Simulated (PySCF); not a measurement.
trichloroethylene (C$_{2}$HCl$_{3}$), singlet, geometry from GFN2-xTB. Base run: CCSD/STO-3G run with PySCF.

PySCF was given this input:
```python
from pyscf import gto, scf, cc

mol = gto.Mole()
mol.atom = '''
    Cl    2.164304    0.650631   -0.024884
    C     0.968681   -0.568927   -0.034553
    C    -0.332364   -0.292371   -0.001418
    Cl   -0.967282    1.297247    0.054353
    Cl   -1.500229   -1.550861   -0.012694
    H     1.336608   -1.581513   -0.069361
'''
mol.basis = 'sto-3g'
mol.charge = 0
mol.spin = 0
mol.verbose = 4
mol.build()

mf = scf.RHF(mol)
mf.kernel()

mycc = cc.CCSD(mf)
mycc.kernel()
print('E(CCSD) = %.10f' % mycc.e_tot)
```

The base run was repeated with changes; each row names its change, and settings that it needs were set with it.

```csv
change,ΔE vs base (mEh),MP2 correlation (Eh),CC correlation without the perturbative part (Eh),basis functions
base,0.000,-0.14887,-0.18027,38
cc.iterative_damping = 0.8,0.000,-0.14887,-0.18027,38
method = cisd,[?],-,-,38
method = ccsd(t),[?],-0.14887,-0.18027,38
cc.conv_tol = 1e-5,0.000,-0.14887,-0.18027,38
method = mp2,[?],-0.14887,-,38
cc.diis_space = 3,0.000,-0.14887,-0.18027,38
frozen = 17,0.969,-0.14770,-0.17930,38
cc.direct = True,0.000,-0.14887,-0.18027,38
cc.diis_space = 10,0.000,-0.14887,-0.18027,38
```

Task: What belongs in the gaps?

Result: 
- method = cisd, ΔE vs base (mEh): 13.935
- method = ccsd(t), ΔE vs base (mEh): -2.846
- method = mp2, ΔE vs base (mEh): 31.401
